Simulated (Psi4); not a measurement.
Psi4 input (wB97X-D/6-311+G**):

```
memory 1500 MB

molecule {
0 1
Cl   -1.40250737   -0.20014729    0.02098688
C    -0.03054783    0.84410807    0.00883340
Cl    1.41328896   -0.09777321   -0.02410455
symmetry c1
no_reorient
no_com
}

set {
  basis 6-311+G**
  reference rks
  scf_type pk
  dft_radial_points 99
  dft_spherical_points 590
  e_convergence 1e-8
  d_convergence 1e-7
  maxiter 150
}

e = energy('wb97x-d')
print_out(f'\nFINAL {e:.10f} DIPOLE {variable("CURRENT DIPOLE")[0]:.6f} {variable("CURRENT DIPOLE")[1]:.6f} {variable("CURRENT DIPOLE")[2]:.6f}\n')
```

Output:

```
   => Loading Basis Set <=

    Name: 6-311+G**
    Role: ORBITAL
    Keyword: BASIS
    atoms 1, 3 entry CL         line   468 file 6-311pgss.gbs
    atoms 2    entry C          line   129 file 6-311pgss.gbs

   => WB97X-D: Empirical Dispersion <=

    Chai and Head-Gordon Dispersion Correction
    Chai, J.-D.; Head-Gordon, M. (2010), J. Chem. Phys., 132: 6615-6620

        s6 =       1.000000

         ---------------------------------------------------------
                                   SCF
               by Justin Turney, Rob Parrish, Andy Simmonett
                          and Daniel G. A. Smith
                              RKS Reference
         ---------------------------------------------------------

  ==> Geometry <==

    Molecular point group: c1
    Full point group: C1

    Geometry (in Angstrom), charge = 0, multiplicity = 1:

       Center              X                  Y                   Z               Mass
    ------------   -----------------  -----------------  -----------------  -----------------
         CL          -1.402507370000    -0.200147290000     0.020986880000    34.968852682000
         C           -0.030547830000     0.844108070000     0.008833400000    12.000000000000
         CL           1.413288960000    -0.097773210000    -0.024104550000    34.968852682000

  Running in c1 symmetry.

  Rotational constants: A =      1.66636  B =      0.12141  C =      0.11317 [cm^-1]
  Rotational constants: A =  49956.32614  B =   3639.80769  C =   3392.62195 [MHz]
  Nuclear repulsion =  116.879171351219583

  Charge       = 0
  Multiplicity = 1
  Electrons    = 40
  Nalpha       = 20
  Nbeta        = 20

  ==> Algorithm <==

  SCF Algorithm Type is PK.
  DIIS enabled.
  MOM disabled.
  Fractional occupation disabled.
  Guess Type is SAD.
  Energy threshold   = 1.00e-08
  Density threshold  = 1.00e-07
  Integral threshold = 1.00e-12

  ==> Primary Basis <==

  Basis Set: 6-311+G**
    Blend: 6-311+G**
    Number of shells: 38
    Number of basis functions: 82
    Number of Cartesian functions: 85
    Spherical Harmonics?: true
    Max angular momentum: 2

  ==> DFT Potential <==

   => LibXC <=

    Version 7.1.2
    S. Lehtola, C. Steigemann, M. J. T. Oliveira, and M. A. L. Marques,  SoftwareX 7, 1–5 (2018) (10.1016/j.softx.2017.11.002)

   => Composite Functional: WB97X-D <=

    wB97X-D Hyb-GGA Exchange-Correlation Functional

    J.-D. Chai and M. Head-Gordon,  Phys. Chem. Chem. Phys. 10, 6615–6620 (2008) (10.1039/B810189B)

    Deriv               =              1
    GGA                 =           TRUE
    Meta                =          FALSE

    Exchange Hybrid     =           TRUE
    MP2 Hybrid          =          FALSE

   => Exchange-Correlation Functionals <=

    1.0000   wB97X-D range-separated functional

   => Exact (HF) Exchange <=

    0.7780            HF,LR [omega = 0.2000]
    0.2220               HF

   => LibXC Density Thresholds  <==

    XC_HYB_GGA_XC_WB97X_D:  1.00E-14

   => Molecular Quadrature <=

    Radial Scheme          =       TREUTLER
    Pruning Scheme         =           NONE
    Nuclear Scheme         =       TREUTLER

    Blocking Scheme        =         OCTREE
    BS radius alpha        =              1
    Pruning alpha          =              1
    Radial Points          =             99
    Spherical Points       =            590
    Total Points           =         169828
    Total Blocks           =           1331
    Max Points             =            256
    Max Functions          =             76
    Weights Tolerance      =       1.00E-15

  ==> Integral Setup <==

  Using in-core PK algorithm.
   Calculation information:
      Number of atoms:                   3
      Number of AO shells:              38
      Number of primitives:             71
      Number of atomic orbitals:        85
      Number of basis functions:        82

      Integral cutoff                 1.00e-12
      Number of threads:                 1

  Performing in-core PK
  Using 17375718 doubles for integral storage.
  We computed 242531 shell quartets total.
  Whereas there are 274911 unique shell quartets.

  Computing range-separated integrals for PK
  We computed 242531 wK shell quartets total.
  Whereas there are 274911 wK unique shell quartets.

  ==> DiskJK: Disk-Based J/K Matrices <==

    J tasked:                  Yes
    K tasked:                  Yes
    wK tasked:                 Yes
    Omega:               2.000E-01
    Schwarz Cutoff:          1E-12


  Cached 100.0% of DFT collocation blocks in 0.304 [GiB].

  Minimum eigenvalue in the overlap matrix is 9.3267144365E-04.
  Reciprocal condition number of the overlap matrix is 1.6011599549E-04.
    Using symmetric orthogonalization.

  ==> Pre-Iterations <==

  SCF Guess: Superposition of Atomic Densities via on-the-fly atomic UHF (no occupation information).

   -------------------------
    Irrep   Nso     Nmo
   -------------------------
     A         82      82
   -------------------------
    Total      82      82
   -------------------------

  ==> Iterations <==

                        Total Energy        Delta E     RMS |[F,P]|

   @RKS iter SAD:  -958.13823661727702   -9.58138e+02   0.00000e+00
   @RKS iter   1:  -958.37573996301910   -2.37503e-01   2.86563e-03 ADIIS/DIIS
   @RKS iter   2:  -958.39697757918805   -2.12376e-02   9.65132e-04 ADIIS/DIIS
   @RKS iter   3:  -958.39879012721019   -1.81255e-03   2.36635e-04 ADIIS/DIIS
   @RKS iter   4:  -958.39897627511209   -1.86148e-04   1.58194e-04 ADIIS/DIIS
   @RKS iter   5:  -958.39907507718203   -9.88021e-05   2.10261e-05 DIIS
   @RKS iter   6:  -958.39907885355331   -3.77637e-06   5.98312e-06 DIIS
   @RKS iter   7:  -958.39907913241996   -2.78867e-07   1.62388e-06 DIIS
   @RKS iter   8:  -958.39907915850210   -2.60821e-08   3.64228e-07 DIIS
   @RKS iter   9:  -958.39907915986043   -1.35833e-09   1.13233e-07 DIIS
   @RKS iter  10:  -958.39907916005313   -1.92699e-10   2.65690e-08 DIIS
  Energy and wave function converged.

  ==> Post-Iterations <==

   Electrons on quadrature grid:
      Ntotal   =   40.0000001055 ; deviation = 1.055e-07

    Orbital Energies [Eh]
    ---------------------

    Doubly Occupied:

       1A   -101.770903     2A   -101.770902     3A    -10.451805
       4A     -9.639897     5A     -9.639869     6A     -7.387685
       7A     -7.387684     8A     -7.381491     9A     -7.381490
      10A     -7.378033    11A     -7.378033    12A     -1.048062
      13A     -0.966125    14A     -0.709949    15A     -0.563002
      16A     -0.511920    17A     -0.510393    18A     -0.442672
      19A     -0.421989    20A     -0.352949

    Virtual:

      21A     -0.060050    22A      0.055880    23A      0.076226
      24A      0.080025    25A      0.110277    26A      0.117031
      27A      0.131779    28A      0.143905    29A      0.144508
      30A      0.154261    31A      0.160726    32A      0.163416
      33A      0.184923    34A      0.214230    35A      0.242685
      36A      0.464465    37A      0.485455    38A      0.495827
      39A      0.515394    40A      0.528080    41A      0.532339
      42A      0.586648    43A      0.591962    44A      0.608097
      45A      0.739194    46A      0.786210    47A      0.864164
      48A      0.878140    49A      0.910014    50A      0.918940
      51A      0.924820    52A      0.932287    53A      0.947945
      54A      0.961044    55A      1.019130    56A      1.175831
      57A      1.221596    58A      1.497249    59A      1.537611
      60A      1.600332    61A      1.828420    62A      1.965760
      63A      2.302899    64A      2.321460    65A      2.327768
      66A      2.366815    67A      2.432260    68A      2.512539
      69A      2.767121    70A      2.950359    71A      3.148128
      72A      9.700093    73A      9.811705    74A     23.345665
      75A     25.868576    76A     25.895504    77A     25.918369
      78A     25.933956    79A     26.196039    80A     26.382596
      81A    215.765023    82A    215.880520

    Final Occupation by Irrep:
              A
    DOCC [    20 ]
    NA   [    20 ]
    NB   [    20 ]

  @RKS Final Energy:  -958.39907916005313

   => Energetics <=

    Nuclear Repulsion Energy =            116.8791713512195827
    One-Electron Energy =               -1553.4011576991799757
    Two-Electron Energy =                 523.1283865616516096
    DFT Exchange-Correlation Energy =     -45.0053643685964033
    Empirical Dispersion Energy =          -0.0001150051480469
    VV10 Nonlocal Energy =                  0.0000000000000000
    Total Energy =                       -958.3990791600531338

Computation Completed

Properties will be evaluated at   0.000000,   0.000000,   0.000000 [a0]

Properties computed using the SCF density matrix

 Multipole Moments:

 ------------------------------------------------------------------------------------
     Multipole            Electronic (a.u.)      Nuclear  (a.u.)        Total (a.u.)
 ------------------------------------------------------------------------------------

 L = 1.  Multiply by 2.5417464519 to convert [e a0] to [Debye]
 Dipole X            :          0.0172250            0.0000001            0.0172251
 Dipole Y            :         -0.4759699           -0.0000002           -0.4759701
 Dipole Z            :         -0.0049809            0.0000000           -0.0049809
 Magnitude           :                                                    0.4763077

 ------------------------------------------------------------------------------------

FINAL -958.3990791601 DIPOLE 0.017225 -0.475970 -0.004981

*** Psi4 exiting successfully. Buy a developer a beer!
```
